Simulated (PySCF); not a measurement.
# Correlation energy of Ne (neon, neutral)

[Ne], closed-shell 1S. All numbers are calculated (PySCF 2.14, the non-relativistic Hamiltonian (point nucleus), in aug-cc-pwCVTZ). Frozen: 1s2; 8 electrons correlated.

```json
{"level": "CCSD", "correlation energy (mhartree)": "-282.76"}
{"level": "(T)", "correlation energy (mhartree)": "-5.67"}
{"level": "CCSD(T)", "correlation energy (mhartree)": "-288.43"}
```

Diagnostics: T1 = 0.0073, D1 = 0.0115, largest double amplitude 0.029.

Cost of the coupled-cluster step: roughly 1.5 core-seconds, for 8 correlated electrons.
